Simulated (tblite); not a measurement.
Start geometry of `CCCC(=S)N(C)C` from a force field or distance geometry (Å):
```
atom  x, y, z in Å
C1    -2.9900    0.2566   -0.7469
C2    -1.7786    0.0542    0.1196
C3    -0.7571   -0.8967   -0.5317
C4     0.5276   -0.9902    0.2702
S5     0.6126   -2.2430    1.4287
N6     1.5349   -0.0628    0.0370
C7     1.3917    1.0954   -0.8476
C8     2.8595   -0.1311    0.6895
H9    -2.7180    0.7105   -1.7019
H10   -3.5079   -0.6915   -0.9438
H11   -3.7144    0.9221   -0.2493
H12   -2.0938   -0.3683    1.0955
H13   -1.3203    1.0214    0.3590
H14   -1.2177   -1.8870   -0.6465
H15   -0.5422   -0.5582   -1.5536
H16    1.7217    1.9896   -0.2986
H17    0.3697    1.2655   -1.1730
H18    2.0245    0.9322   -1.7215
H19    2.8916    0.6270    1.4779
H20    3.0726   -1.1110    1.1262
H21    3.6244    0.0822   -0.0550
```

**Question.** What comes out of this run: GFN2-xTB geometry optimisation, gas phase in tblite 0.8.0?

**Answer.** 
```
atom  x, y, z in Å
C1    -3.0323    0.2036   -0.6718
C2    -1.7309    0.0748    0.1073
C3    -0.7284   -0.8366   -0.6150
C4     0.5414   -0.9546    0.1785
S5     0.6680   -2.2021    1.2530
N6     1.5053   -0.0348    0.0345
C7     1.4554    1.0878   -0.8718
C8     2.7505   -0.1315    0.7579
H9    -2.8550    0.6425   -1.6519
H10   -3.4904   -0.7724   -0.8111
H11   -3.7324    0.8379   -0.1335
H12   -1.9334   -0.3502    1.0919
H13   -1.2956    1.0654    0.2609
H14   -1.1630   -1.8348   -0.6862
H15   -0.5431   -0.4775   -1.6297
H16    1.8647    1.9649   -0.3666
H17    0.4420    1.3167   -1.1825
H18    2.0638    0.8893   -1.7604
H19    2.8176    0.6617    1.5063
H20    2.7994   -1.0953    1.2601
H21    3.5874   -0.0375    0.0642
```

The energy falls by 25.5 kJ/mol over 69 L-BFGS steps, the largest force on an atom goes from 2.10 to 0.008 eV/Å, and the atoms move by 0.136 Å rms after alignment. The bond that changes most is C4=S5 (thiocarbonyl carbon to thiocarbonyl sulfur), which shortens by 0.057 Å. Bonds longer at the end by more than 0.005 Å: 1 of 20; shorter: 12. Among the angles that change most is N6–C8–H20, from 113.1° to 109.2°. Rotational constants go from 2077, 1146, 788.6 to 2211, 1163, 820.2 MHz. The orientation of the end geometry is arbitrary; only internal coordinates are fixed.

Hardware: one thread of an Arm Neoverse N1, shared host. Cost: 0.79 s wall.

GFN2-xTB frequencies show an imaginary mode (40i cm⁻¹), so the point is no minimum at that level. 3 starts were optimised and ended at 0.00, 0.21 and 0.32 kcal/mol (GFN2-xTB); the lowest of these is shown.

The numbers are calculated, not measured.
